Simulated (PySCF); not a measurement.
C7H13BO2.
SMILES: `C[C@@H]1CC2(CC2)[C@@H]1B(O)O`

Torsions of this conformer, `[CH3:1][C@@H:2]1[CH2:3][C:4]2([CH2:5][CH2:6]2)[C@@H:7]1[B:8]([OH:9])[OH:10]`: C4–C7–B8–O9 15°, H–O9–B8–C7 179°, H–O10–B8–C7 1°.

The closed-shell ground state was solved at several levels (PySCF, density fitting, gas phase, non-relativistic). Geometry: PBE0-D3(BJ)/def2-SVP, one conformer, isolated molecule.

| level | basis functions | total energy (Eh) | HOMO (eV) | LUMO (eV) | gap (eV) | dipole (D) |
| --- | --- | --- | --- | --- | --- | --- |
| CAM-B3LYP/def2-SVPD | 310 | -449.4105 | -8.75 | 0.64 | 9.39 | 1.54 |
| PBE0/pcSseg-1 | 235 | -449.3601 | -7.34 | 0.87 | 8.21 | 1.59 |

(1) What might B97-2/pcSseg-1 (235 basis functions) give for the same quantities?

(2) Over all these levels, which gives the widest orbital gap and which the narrowest?

(3) How far do the dipole and the HOMO energy spread over the levels?

## Answers

(1) Total energy -449.7249 Eh, HOMO -7.09 eV, LUMO 0.89 eV, gap 7.98 eV, dipole 1.58 D.

(2) CAM-B3LYP/def2-SVPD (range-separated hybrid) has the widest, 9.39 eV, and B97-2/pcSseg-1 (global hybrid, 21 % exact exchange) the narrowest, 7.98 eV. Functional and basis both differ between the two, so the spread mixes both effects.

(3) The dipole runs from 1.54 to 1.59 D (mean 1.57 D) and the HOMO from -8.75 to -7.09 eV.
